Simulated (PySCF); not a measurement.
Geometry:
| atom | x (Å) | y (Å) | z (Å) |
| --- | --- | --- | --- |
| C1 | 2.306 | 0.088 | 0.049 |
| C2 | 0.942 | 0.029 | 0.019 |
| C3 | 0.254 | -1.220 | 0.209 |
| C4 | -1.111 | -1.279 | 0.181 |
| C5 | -1.852 | -0.106 | -0.036 |
| F6 | -3.151 | -0.159 | -0.065 |
| C7 | -1.201 | 1.142 | -0.227 |
| F8 | -1.934 | 2.219 | -0.425 |
| C9 | 0.164 | 1.215 | -0.201 |
| H10 | 2.907 | -0.796 | 0.216 |
| H11 | 2.834 | 1.020 | -0.092 |
| H12 | 0.835 | -2.116 | 0.376 |
| H13 | -1.647 | -2.207 | 0.323 |
| H14 | 0.652 | 2.169 | -0.348 |

Total charge +1.

Geometry: GFN2-xTB; GIAO shifts from PySCF 2.14, gas phase, non-relativistic, averaged over equivalent atoms.

At PBE0/pcSseg-1 (178 basis functions, 19 s wall time on 1 thread of an Arm Neoverse V2, shared host):
```csv
atoms,δ (ppm)
C1,207.8
C5,189.4
C3,164.9
C7,163.9
C9,149.5
C2,146.0
C4,133.2
F6,-23.2
F8,-117.2
H10/H11,9.38
H12,8.89
H14,8.75
H13,8.32
```

Referencing at the same level of theory: 13C (σref 186.93) and 1H (σref 31.72) against TMS; CFCl3 for 19F (σref 170.95).

Problem. Predict the values at revPBE/pcSseg-1 on the same geometry.

Solution. 
```
  atoms  δ at revPBE/pcSseg-1  change
     C1                 197.2   -10.6
     C5                 184.1    -5.3
     C3                 157.7    -7.2
     C7                 161.9    -2.0
     C9                 142.9    -6.6
     C2                 144.3    -1.7
     C4                 130.7    -2.5
     F6                 -18.6    +4.6
     F8                -117.3    -0.1
H10/H11                  9.02   -0.36
    H12                  8.59   -0.30
    H14                  8.41   -0.34
    H13                  8.13   -0.19
```

References, each an isolated molecule treated in the same way: TMS for 13C (σ = 182.71 ppm), 1H (σ = 31.77 ppm); CFCl3 for 19F (σ = 141.20 ppm).

The largest change is at C1 (carbocation centre). Cost: 178 basis functions, 29 s wall time on 1 thread of an Arm Neoverse V2, shared host. The order of the carbon signals changes between the two levels.

Unscaled 19F shifts against computed CFCl3 carry errors that often reach 10 to 50 ppm.
